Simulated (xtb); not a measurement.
Input file for xtb: GFN2-xTB on As2, a point of a bond scan (R = 2.315 Å).

```
$ xtb mol.xyz --gfn 2 --sp --chrg 0 --uhf 0
2

As    -0.00000000    -0.00000000    -1.05206769
As     0.00000000     0.00000000     1.26248123
```

The log:

```
[...]
           -------------------------------------------------
          |                Calculation Setup                |
           -------------------------------------------------



           -------------------------------------------------
          |                 G F N 2 - x T B                 |
           -------------------------------------------------

        Reference                      10.1021/acs.jctc.8b01176
      * Hamiltonian:
        H0-scaling (s, p, d)           1.850000    2.230000    2.230000
        zeta-weighting                 0.500000
      * Dispersion:
        s8                             2.700000
        a1                             0.520000
        a2                             5.000000
        s9                             5.000000
      * Repulsion:
        kExp                           1.500000    1.000000
        rExp                           1.000000
      * Coulomb:
        alpha                          2.000000
        third order                    shell-resolved
        anisotropic                    true
        a3                             3.000000
        a5                             4.000000
        cn-shift                       1.200000
        cn-exp                         4.000000
        max-rad                        5.000000


          ...................................................
          :                      SETUP                      :
          :.................................................:
          :  # basis functions                  20          :
          :  # atomic orbitals                  18          :
          :  # shells                            6          :
          :  # electrons                        10          :
          :  max. iterations                   250          :
          :  Hamiltonian                  GFN2-xTB          :
          :  restarted?                      false          :
          :  GBSA solvation                  false          :
          :  PC potential                    false          :
          :  electronic temp.          300.0000000     K    :
          :  accuracy                    1.0000000          :
          :  -> integral cutoff          0.2500000E+02      :
          :  -> integral neglect         0.1000000E-07      :
          :  -> SCF convergence          0.1000000E-05 Eh   :
          :  -> wf. convergence          0.1000000E-03 e    :
          :  Broyden damping             0.4000000          :
          :  net charge                          0          :
          :  unpaired electrons                  0          :
          ...................................................

 iter      E             dE          RMSdq      gap      omega  full diag
   1     -4.7086405 -0.470864E+01  0.241E+01    1.89       0.0  T
   2     -4.7091144 -0.473835E-03  0.127E+01    1.90       1.0  T
   3     -4.7096176 -0.503250E-03  0.202E+00    1.92       1.0  T
   4     -4.7096181 -0.480797E-06  0.103E+00    1.92       1.0  T
   5     -4.7096361 -0.180171E-04  0.399E-01    1.93       1.0  T
   6     -4.7096362 -0.183794E-07  0.107E-01    1.93       1.0  T
   7     -4.7096362 -0.138531E-08  0.279E-02    1.93       2.5  T
   8     -4.7096362 -0.953735E-10  0.867E-04    1.93      81.6  T
   9     -4.7096362  0.126086E-10  0.131E-04    1.93     538.9  T

   *** convergence criteria satisfied after 9 iterations ***

         #    Occupation            Energy/Eh            Energy/eV
      -------------------------------------------------------------
         1        2.0000           -0.5772838             -15.7087
         2        2.0000           -0.5524795             -15.0337
         3        2.0000           -0.3451625              -9.3924
         4        2.0000           -0.3245397              -8.8312
         5        2.0000           -0.3245397              -8.8312 (HOMO)
         6                         -0.2537181              -6.9040 (LUMO)
         7                         -0.2537181              -6.9040
         8                         -0.0852854              -2.3207
         9                          0.0286653               0.7800
        10                          0.0286653               0.7800
       ...                                ...                  ...
        18                          0.8970761              24.4107
      -------------------------------------------------------------
                  HL-Gap            0.0708216 Eh            1.9272 eV
             Fermi-level           -0.2891289 Eh           -7.8676 eV

 SCC (total)                   0 d,  0 h,  0 min,  0.002 sec
 SCC setup                      ...        0 min,  0.000 sec (  4.006%)
 Dispersion                     ...        0 min,  0.000 sec (  1.771%)
 classical contributions        ...        0 min,  0.000 sec (  0.795%)
 integral evaluation            ...        0 min,  0.000 sec ( 16.525%)
 iterations                     ...        0 min,  0.001 sec ( 54.544%)
 molecular gradient             ...        0 min,  0.000 sec ( 17.223%)
 printout                       ...        0 min,  0.000 sec (  4.734%)

         :::::::::::::::::::::::::::::::::::::::::::::::::::::
         ::                     SUMMARY                     ::
         :::::::::::::::::::::::::::::::::::::::::::::::::::::
         :: total energy              -4.705823686484 Eh    ::
         :: gradient norm              0.110569222711 Eh/a0 ::
         :: HOMO-LUMO gap              1.927155177309 eV    ::
         ::.................................................::
         :: SCC energy                -4.709636151779 Eh    ::
         :: -> isotropic ES           -0.005129052446 Eh    ::
         :: -> anisotropic ES          0.000043927302 Eh    ::
         :: -> anisotropic XC          0.000723214499 Eh    ::
         :: -> dispersion             -0.001058788354 Eh    ::
         :: repulsion energy           0.003812465295 Eh    ::
         :: add. restraining           0.000000000000 Eh    ::
         :: total charge              -0.000000000000 e     ::
         :::::::::::::::::::::::::::::::::::::::::::::::::::::

           -------------------------------------------------
          |                Property Printout                |
           -------------------------------------------------

    * Orbital Energies and Occupations

         #    Occupation            Energy/Eh            Energy/eV
      -------------------------------------------------------------
         1        2.0000           -0.5772838             -15.7087
         2        2.0000           -0.5524795             -15.0337
         3        2.0000           -0.3451625              -9.3924
         4        2.0000           -0.3245397              -8.8312
         5        2.0000           -0.3245397              -8.8312 (HOMO)
         6                         -0.2537181              -6.9040 (LUMO)
         7                         -0.2537181              -6.9040
         8                         -0.0852854              -2.3207
         9                          0.0286653               0.7800
        10                          0.0286653               0.7800
        11                          0.0841551               2.2900
        12                          0.0841551               2.2900
        13                          0.1025257               2.7899
        14                          0.1025257               2.7899
        15                          0.2162160               5.8835
        16                          0.2867071               7.8017
       ...                                ...                  ...
        18                          0.8970761              24.4107
      -------------------------------------------------------------
                  HL-Gap            0.0708216 Eh            1.9272 eV
Note: The following floating-point exceptions are signalling: IEEE_DENORMAL
normal termination of xtb
             Fermi-level           -0.2891289 Eh           -7.8676 eV

     #   Z          covCN         q      C6AA      α(0)
     1  33 As       0.976     0.000   248.481    29.912
     2  33 As       0.976    -0.000   248.481    29.912

 Mol. C6AA /au·bohr⁶  :        993.925867
 Mol. C8AA /au·bohr⁸  :      76554.676492
 Mol. α(0) /au        :         59.824748


Wiberg/Mayer (AO) data.
largest (>0.10) Wiberg bond orders for each atom

 ---------------------------------------------------------------------------
     #   Z sym  total        # sym  WBO       # sym  WBO       # sym  WBO
 ---------------------------------------------------------------------------
     1  33 As   2.959 --     2 As   2.959
     2  33 As   2.959 --     1 As   2.959
 ---------------------------------------------------------------------------

Topologies differ in total number of bonds
Writing topology from bond orders to xtbtopo.mol

molecular dipole:
                 x           y           z       tot (Debye)
 q only:        0.000       0.000      -0.000
   full:       -0.000       0.000      -0.000       0.000
molecular quadrupole (traceless):
                xx          xy          yy          xz          yz          zz
 q only:        0.000       0.000       0.000       0.000       0.000      -0.000
  q+dip:       -0.629       0.000      -0.629      -0.000       0.000       1.258
   full:        0.750       0.000       0.750       0.000       0.000      -1.499


           -------------------------------------------------
          | TOTAL ENERGY               -4.705823686484 Eh   |
          | GRADIENT NORM               0.110569222711 Eh/α |
          | HOMO-LUMO GAP               1.927155177309 eV   |
           -------------------------------------------------

------------------------------------------------------------------------
------------------------------------------------------------------------
 total:
 SCF:
```

The run finished.

Cost: about 0.03 core-seconds (a rough figure).
